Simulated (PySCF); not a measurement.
Tc: excitation energy

Tc [Kr] 4d5 5s2 (6S) → Tc [Kr] 4d5 5s1 5p1 (8P), as a difference of total energies. All numbers are calculated (PySCF 2.14, a scalar-relativistic core potential, in aug-cc-pwCVTZ-PP with ECP28MDF (8s8p7d4f3g, 122 functions)). Correlated levels: valence: 4s2 4p6 frozen; valence and next inner shell: nothing frozen outside the core potential. The calculations carry no spin-orbit coupling.

Order these methods by the excitation energy they give, lowest first.
A. M06-L
B. UHF
C. PBE0
D. SCS-MP2 (valence)

B (0.770 eV), C (1.807 eV), D (2.216 eV), A (2.796 eV).

Errors of the correlated levels include the incompleteness of this basis and the frozen core.

For comparison: 2.112 eV (measured; NIST levels, between the centres of gravity of the two terms).
